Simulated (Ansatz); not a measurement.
CBrF3, charge +1, doublet, at the geometry of the source list (a state made from the parent by changing its charge; the spin is typed, not shown lowest); WB97M-V/cc-pVDZ (Ansatz, an electronic-structure program).

The Ansatz input:
Ansatz 0.2 input:
```yaml
crystal:
  periodic: [false, false, false]
  atoms:
    - {symbol: F, position_ang: [-0.58660000, -0.60490000, -1.07020000]}
    - {symbol: C, position_ang: [-0.11260000, 0.00460000, -0.00080000]}
    - {symbol: F, position_ang: [-0.60050000, -0.58490000, 1.07350000]}
    - {symbol: F, position_ang: [-0.51680000, 1.26010000, -0.01510000]}
    - {symbol: Br, position_ang: [1.81660000, -0.07500000, 0.01250000]}
basis:
  gaussian:
    orbitals: cc-pVDZ
hamiltonian:
  xc: {name: wB97M-V}
total_charge: 1
magnetization: {spin_polarized: true, initial_magnetization: 1}
```

Question: Write the output that Ansatz gives for this input, abridged.

Answer: 
```
Functional definition: wB97M-V
834 factors; integrals over basis functions are off by at most 9.5e-4 eV
153 factors; integrals over basis functions are off by at most 3.4e-6 eV
mean field evaluation 1: about -79208.4999 eV, gradient 4.6e1 eV
mean field evaluation 2: about -79206.0063 eV, gradient 5.7e1 eV
mean field evaluation 4: about -79215.5439 eV, gradient 1.7e0 eV
mean field evaluation 8: about -79215.6516 eV, gradient 1.8e-1 eV
mean field evaluation 16: about -79215.6530 eV, gradient 1.3e-3 eV
mean field evaluation 32: about -79215.6530 eV, gradient 1.2e-5 eV
mean field -79215.65296386 eV, -2911.1215521239 hartree, gradient 3.0e-6 eV, S^2 0.752223; 2 other end points of the search recorded, 0 dependent functions left out
reference -79215.65298366 eV, -2911.1215528513 hartree; 34, 33 occupied and 49, 50 virtual orbitals, 834 factors
Total energy: -79215.65298366 eV, -2911.1215528513 hartree
```
